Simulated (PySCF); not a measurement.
# C₆ coefficients of unlike pairs at LC-wPBE

Calculated with PySCF 2.14 from the dipole response of each species, C₆(A,B) = (3/π) ∫ α_A(iu) α_B(iu) du, in atomic units, from isotropic polarisabilities. For ions this is the dispersion term alone; charge-induced terms of lower order in 1/R come first.

```json
{"species": "In", "configuration": "[Kr] 4d10 5s2 5p1 (2P)", "basis": "aug-cc-pVQZ-PP with ECP28MDF (7s7p5d3f2g)", "relativity": "core potential", "α (bohr³)": "66.41", "C₆ (like pair)": "686.6"}
{"species": "B⁺", "configuration": "[He] 2s2 (1S)", "basis": "dyall-av2z (11s7p2d)", "relativity": "none", "α (bohr³)": "10.87", "C₆ (like pair)": "29.74"}
{"species": "Br³⁺", "configuration": "[Ar] 3d10 4s2 4p2 (3P)", "basis": "def2-QZVPPD (12s8p5d4f1g)", "relativity": "none", "α (bohr³)": "6.221", "C₆ (like pair)": "23.68"}
{"species": "Co²⁺", "configuration": "[Ar] 3d7 (4F)", "basis": "aug-cc-pVTZ-DK (8s7p5d3f2g)", "relativity": "spin-free X2C", "α (bohr³)": "3.571", "C₆ (like pair)": "10.30"}
```

Q: Estimate C₆ for Co²⁺ with Br³⁺.

A: The integral gives 15.31. The combination rule 2 C_A C_B / (C_A α_B/α_A + C_B α_A/α_B) gives 15.47 and the geometric mean 15.62.

No spin-orbit coupling is included.

The other pairs:

```tsv
pair	C₆
B⁺, In	140.5
Co²⁺, B⁺	14.69
Br³⁺, In	109.2
Co²⁺, In	66.07
Br³⁺, B⁺	24.24
```
